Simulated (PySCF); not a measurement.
Species: (Cl2Al-mu-OH)2.
Z-matrix (Å and degrees, PBE0-D3(BJ)/def2-SVP geometry), rows numbered from 1:
```
Al
Cl  1  2.0933
Cl  1  2.0931  2  118.23
O   1  1.8405  2  113.11  3   135.68
Al  4  1.8389  1   99.87  2   110.81
Cl  5  2.0935  4  113.11  1  -110.89
Cl  5  2.0934  4  113.23  1   111.56
O   1  1.8391  2  113.28  3  -135.45
H   4  0.9608  1  129.87  2   -63.72
H   8  0.9607  1  130.03  2    72.90
```

Level of theory: delta-SCF UKS SCAN, pcX-2 on the ionised atom, pcseg-1 elsewhere, spin-free X2C in PySCF. These are vertical core ionisation energies against the vacuum level, from separate self-consistent calculations with and without the core hole.

Some binding energies are withheld.

```tsv
atom(s)	bonded to	level	binding energy (eV)
O4/O8	H and 2 Al	O 1s	?
Al1/Al5	2 O and 2 Cl	Al 1s	?
Cl2/Cl3/Cl6/Cl7	Al	Cl 1s	2828.63
Cl2/Cl3/Cl6/Cl7	Al	Cl 2p3/2	206.04
```

Question: What is the Al 1s binding energy of Al1/Al5?

Answer: 1569.27 eV (aluminium bonded to 2 Cl and 2 O).

Question: What is the O 1s binding energy of O4/O8?

Answer: 540.81 eV (oxygen bonded to 2 Al and H).

Question: Which photon energy gives electrons from Al 1s of Al1/Al5 a kinetic energy of 100 eV, and what is their de Broglie wavelength?

Answer: hν = 1569.27 + 100 = 1669.27 eV, recoil neglected; λ = 12.264 Å/√(E/eV) = 1.23 Å.

Atoms equivalent by their bonding share one computed value, that of the first of them. 2p3/2 and 2p1/2 are the ΔSCF energy of one spin-free 2p hole plus the eigenvalues of a spin–orbit and ligand-field matrix of the shell. 2p1/2 minus 2p3/2 (ligand field included): Cl 1.65 eV. One conformer (not necessarily the lowest) at the PBE0-D3(BJ)/def2-SVP geometry, without solvent, vibrations or thermal averaging.
